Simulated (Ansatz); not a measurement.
```yaml
crystal:
  periodic: [false, false, false]
  atoms:
    - {symbol: C, position_ang: [-2.733689, -1.782605, 5.794828]}
    - {symbol: O, position_ang: [-2.344449, -1.013364, 3.331073]}
    - {symbol: Zr, position_ang: [-1.075706, -0.695172, -0.077537]}
    - {symbol: C, position_ang: [-4.104019, -2.208249, -2.538892]}
    - {symbol: N, position_ang: [-1.050717, 2.970506, -0.916372]}
    - {symbol: C, position_ang: [-1.416540, 5.170621, 0.810335]}
    - {symbol: C, position_ang: [-0.607227, 3.920976, -3.435758]}
    - {symbol: C, position_ang: [1.375638, -4.801390, 0.173462]}
    - {symbol: C, position_ang: [1.285461, -4.280955, -2.423733]}
    - {symbol: C, position_ang: [2.675368, -2.072844, -2.791953]}
    - {symbol: C, position_ang: [3.578678, -1.317404, -0.230990]}
    - {symbol: Si, position_ang: [5.557453, 1.660107, 0.437256]}
    - {symbol: C, position_ang: [2.831457, -3.118589, 1.490981]}
    - {symbol: H, position_ang: [-4.620634, -2.745421, 6.040530]}
    - {symbol: H, position_ang: [-2.478562, -0.301549, 7.079578]}
    - {symbol: H, position_ang: [-1.274623, -3.183676, 6.301719]}
    - {symbol: H, position_ang: [-4.576904, -4.288395, -2.334018]}
    - {symbol: H, position_ang: [-5.989962, -1.149228, -2.082307]}
    - {symbol: H, position_ang: [-3.636592, -1.948115, -4.584625]}
    - {symbol: H, position_ang: [-2.907594, 6.327681, 0.399867]}
    - {symbol: H, position_ang: [0.368100, 6.189367, 0.952524]}
    - {symbol: H, position_ang: [-1.646914, 4.266208, 2.825572]}
    - {symbol: H, position_ang: [-0.433474, 2.488833, -4.788902]}
    - {symbol: H, position_ang: [1.063797, 5.059611, -3.521394]}
    - {symbol: H, position_ang: [-2.164209, 5.014500, -4.060776]}
    - {symbol: H, position_ang: [0.492526, -6.638968, 1.063103]}
    - {symbol: H, position_ang: [0.401217, -5.282740, -3.894338]}
    - {symbol: H, position_ang: [3.037783, -0.988274, -4.426892]}
    - {symbol: H, position_ang: [8.064259, 1.127376, 0.866395]}
    - {symbol: H, position_ang: [4.544936, 2.867667, 2.990675]}
    - {symbol: H, position_ang: [5.180713, 3.480786, -1.737503]}
    - {symbol: H, position_ang: [3.190857, -3.094151, 3.420279]}
basis:
  gaussian: {orbitals: def2-TZVPD, final_grid: {core_spheres: 5, valence_spheres: 4, degree: 11}}
hamiltonian: {xc: {name: rPW86-PBE}, dispersion: d4}
scf: {lower_state_search: off}
output: {forces: true}
```

```sh
$ ansatz run in.yaml --threads 10 --pin off --events-out ev --progress --plain --max-ram 110592MiB --backend cuda --devices 0, --max-vram 75GiB
```

Shortened log:

```
Functional definition: rPW86-PBE
3494 factors; their error is unknown
mean field evaluation 1: about -22126.2878 eV, gradient 1.7e2 eV
mean field evaluation 2: about -17858.4344 eV, gradient 6.9e2 eV
mean field evaluation 4: about -21575.4410 eV, gradient 2.7e2 eV
mean field evaluation 8: about -22261.4142 eV, gradient 3.3e1 eV
mean field evaluation 16: about -22269.5178 eV, gradient 5.8e-1 eV
mean field evaluation 32: about -22269.5228 eV, gradient 6.3e-2 eV
mean field -22269.52309162 eV, -818.3898787920 hartree, gradient 8.8e-6 eV, S^2 0.000000; 0 other end points of the search recorded, 0 dependent functions left out
reference -22269.52364165 eV, -818.3898990054 hartree; 57, 57 occupied and 607, 607 virtual orbitals, 3494 factors
Total energy: -22270.28678265 eV, -818.4179439200 hartree
Atom 0 at    -2.733689    -1.782605     5.794828 Å, force     0.539520    -0.475750     1.441765 eV/Å
Atom 1 at    -2.344449    -1.013364     3.331073 Å, force     0.017160    -0.199650     0.299604 eV/Å
Atom 2 at    -1.075706    -0.695172    -0.077537 Å, force    -0.502437     0.278337     0.551524 eV/Å
Atom 3 at    -4.104019    -2.208249    -2.538892 Å, force    -1.331110    -0.724795    -1.213054 eV/Å
Atom 4 at    -1.050717     2.970506    -0.916372 Å, force     0.318036     0.597019    -0.425243 eV/Å
Atom 5 at    -1.416540     5.170621     0.810335 Å, force    -0.037956     1.102073     0.890916 eV/Å
Atom 6 at    -0.607227     3.920976    -3.435758 Å, force    -0.104021     0.538383    -1.756044 eV/Å
Atom 7 at     1.375638    -4.801390     0.173462 Å, force    -0.289880    -0.210021     0.449888 eV/Å
Atom 8 at     1.285461    -4.280955    -2.423733 Å, force    -0.351234    -0.150000    -0.977831 eV/Å
Atom 9 at     2.675368    -2.072844    -2.791953 Å, force     0.053649     0.382101    -0.495835 eV/Å
Atom 10 at     3.578678    -1.317404    -0.230990 Å, force    -1.127849    -1.082491     0.286660 eV/Å
Atom 11 at     5.557453     1.660107     0.437256 Å, force     1.019921     0.530824     0.224373 eV/Å
Atom 12 at     2.831457    -3.118589     1.490981 Å, force     0.350465     0.078885     0.177469 eV/Å
Atom 13 at    -4.620634    -2.745421     6.040530 Å, force     2.185972     1.209174    -0.361813 eV/Å
Atom 14 at    -2.478562    -0.301549     7.079578 Å, force    -0.436889    -2.159241    -2.040329 eV/Å
Atom 15 at    -1.274623    -3.183676     6.301719 Å, force    -1.877661     1.806858    -0.709599 eV/Å
Atom 16 at    -4.576904    -4.288395    -2.334018 Å, force     0.552259     2.401928    -0.253370 eV/Å
Atom 17 at    -5.989962    -1.149228    -2.082307 Å, force     1.936827    -1.092898    -0.525143 eV/Å
Atom 18 at    -3.636592    -1.948115    -4.584625 Å, force    -0.603174    -0.301790     2.438509 eV/Å
Atom 19 at    -2.907594     6.327681     0.399867 Å, force     2.438939    -1.860548     0.625465 eV/Å
Atom 20 at     0.368100     6.189367     0.952524 Å, force    -2.425392    -1.313142    -0.290445 eV/Å
Atom 21 at    -1.646914     4.266208     2.825572 Å, force     0.171621     0.926538    -2.124155 eV/Å
Atom 22 at    -0.433474     2.488833    -4.788902 Å, force    -0.233778     2.145395     2.154884 eV/Å
Atom 23 at     1.063797     5.059611    -3.521394 Å, force    -2.390985    -1.648624     0.187382 eV/Å
Atom 24 at    -2.164209     5.014500    -4.060776 Å, force     2.359050    -1.634416     1.005995 eV/Å
Atom 25 at     0.492526    -6.638968     1.063103 Å, force     0.948579     1.792959    -0.827171 eV/Å
Atom 26 at     0.401217    -5.282740    -3.894338 Å, force     1.235456     1.391886     2.082677 eV/Å
Atom 27 at     3.037783    -0.988274    -4.426892 Å, force    -0.542525    -1.461328     2.278000 eV/Å
Atom 28 at     8.064259     1.127376     0.866395 Å, force    -1.854397     0.432846    -0.356621 eV/Å
Atom 29 at     4.544936     2.867667     2.990675 Å, force     0.398687    -0.502195    -1.041914 eV/Å
Atom 30 at     5.180713     3.480786    -1.737503 Å, force     0.215867    -0.909982     1.073653 eV/Å
Atom 31 at     3.190857    -3.094151     3.420279 Å, force    -0.632717     0.111666    -2.770198 eV/Å
Dipole moment:     0.232297     0.105585     0.053735 e Å
Checks for a lower state left out: stability, starts, cluster_reference, orbital_swaps, neighbouring_geometries, increment
```

Q: What is wrong with this run?

A: The coordinates are in bohr but typed as ångström. Self-consistency was reached. The result belongs to that input, not to the molecule as meant.
